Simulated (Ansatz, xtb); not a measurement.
Relative energy of two structures of BFGeH6Si

Structure X is `[BH2][GeH2][SiH2]F`, a singlet and structure Y is a singlet given by its coordinates. Both are isolated molecules in the gas phase, relaxed with r2SCAN-D4/def2-SVP; the shapes shown needn't be the lowest conformers.

X (Å):

```xyz
10

B    -0.6723   -0.9434   -3.1613
F     0.2453    0.1794    1.5962
Ge    0.4691   -0.9778   -1.4729
Si   -0.6743    0.2214    0.2476
H    -0.5731   -0.0360   -3.9500
H    -1.5067   -1.7928   -3.3547
H     1.8322   -0.2790   -1.6232
H     0.7047   -2.3880   -0.9034
H    -0.8785    1.6511   -0.1254
H    -1.9902   -0.4032    0.5687
```

Y (Å):

```xyz
10

B    -0.5027    1.5878   -2.1832
F    -1.4585    1.3149   -0.8213
Ge   -1.2805   -0.5597   -0.5351
Si    0.1045   -0.3572   -2.4507
H     0.3580    2.3457   -1.7969
H    -1.2787    2.0017   -3.0144
H    -0.4302   -1.2123   -3.5549
H     1.4917   -0.8095   -2.1229
H    -0.7833   -0.5724    0.9214
H    -2.7596   -0.9850   -0.5508
```

Close contacts (Å): B1–F2 1.69, B1–Si4 2.06, F2–Ge3 1.90, Ge3–Si4 2.37, B1–H5 1.21, B1–H6 1.21, Ge3–H9 1.54, Ge3–H10 1.54, Si4–H7 1.50, Si4–H8 1.50.

Task: Which of the two would you expect CCSD(T)/def2-SVP + ΔMP2/def2-TZVPP electronic energies to favour?

Result: Structure X; the calculation gives E(Y) − E(X) = +16.7 kcal/mol.

The same difference at several levels:

```csv
level,geometry,E(Y) − E(X) (kcal/mol),departure from the last row (kcal/mol),"job, with rough time for the two"
r2SCAN-D4/def2-SVP,r2SCAN-D4/def2-SVP,+7.9,−8.8,"optimisation, 83 s"
HF/def2-SVP,r2SCAN-D4/def2-SVP,+19.2,+2.5,part of the CCSD(T) run
MP2/def2-SVP,r2SCAN-D4/def2-SVP,+10.6,−6.2,part of the CCSD(T) run
CCSD(T)/def2-SVP,r2SCAN-D4/def2-SVP,+10.0,−6.7,single point
CCSD(T)/def2-SVP + ΔMP2/def2-TZVPP,r2SCAN-D4/def2-SVP,+16.7,,"single point, 34 s"
```

The levels shown agree on the order. The largest departure from CCSD(T)/def2-SVP + ΔMP2/def2-TZVPP is that of r2SCAN-D4/def2-SVP, 8.8 kcal/mol. Levels run at GFN2-xTB geometries aren't shown. The last row adds to CCSD(T) the change of the MP2 difference between the two basis sets, here +6.7 kcal/mol, a large step that makes the value less sure.

With harmonic frequencies from r2SCAN-D4/def2-SVP (ideal gas, rigid rotor, one conformer each, 298.15 K, 1 atm): on the last row, ΔE + ΔZPE = +17.4 kcal/mol. A mode under 50 cm⁻¹ makes harmonic enthalpies and free energies unreliable, so none is given.

The correlated steps freeze 16 core orbitals; the filled d shell of Ge is correlated, in a basis made for valence electrons. Codes used: Ansatz 0.2.0; the last row on 2 threads of Arm Neoverse V2 on a shared host.
